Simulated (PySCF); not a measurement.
A structure optimised at PBE0-D3(BJ)/def2-SVP, used in a PySCF frequency run:

```
O
C 1 1.3919
H 2 1.1032 1 110.27
H 2 1.1032 3 107.57 1 120.31
H 2 1.1049 3 107.93 4 116.21
Al 1 1.6744 2 140.20 3 -121.06
Cl 6 2.0788 1 118.83 2 179.89
Cl 6 2.0874 1 121.05 2 -0.09
```

Task: Write its SMILES and formula.

Result: C[O][Al]([Cl])[Cl], CH3AlCl2O

Task: What are its rotational constants (standard atomic weights)?

Result: 2.4308, 1.8047, 1.0426 GHz
